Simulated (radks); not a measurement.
Problem. All-electron atom: Mg IV in [He] 2s2 2p5. Calculated with a radial shooting solver on a logarithmic mesh with Libxc functionals: Dirac Kohn-Sham, exchange-only LDA, spin-unpolarised, spherical densities, finite nucleus; open shells fill j = l - 1/2 first; Fermi nuclear charge, rms radius 3.057 fm. Some entries of the table are withheld. Estimate them.

| orbital | occ. | eigenvalue (eV) | <1/r> (bohr^-1) |
|---|---|---|---|
| 1s1/2 | 2 | -1308.184 | (1) |
| 2s1/2 | 2 | (2) | (3) |
| 2p1/2 | 2 | (4) | (5) |
| 2p3/2 | 3 | (6) | (7) |

Solution. 
(1) 1s1/2 <1/r> (bohr^-1): 11.59
(2) 2s1/2 eigenvalue (eV): -126.4172
(3) 2s1/2 <1/r> (bohr^-1): 2.168
(4) 2p1/2 eigenvalue (eV): -94.4866
(5) 2p1/2 <1/r> (bohr^-1): 2.063
(6) 2p3/2 eigenvalue (eV): -94.1641
(7) 2p3/2 <1/r> (bohr^-1): 2.055
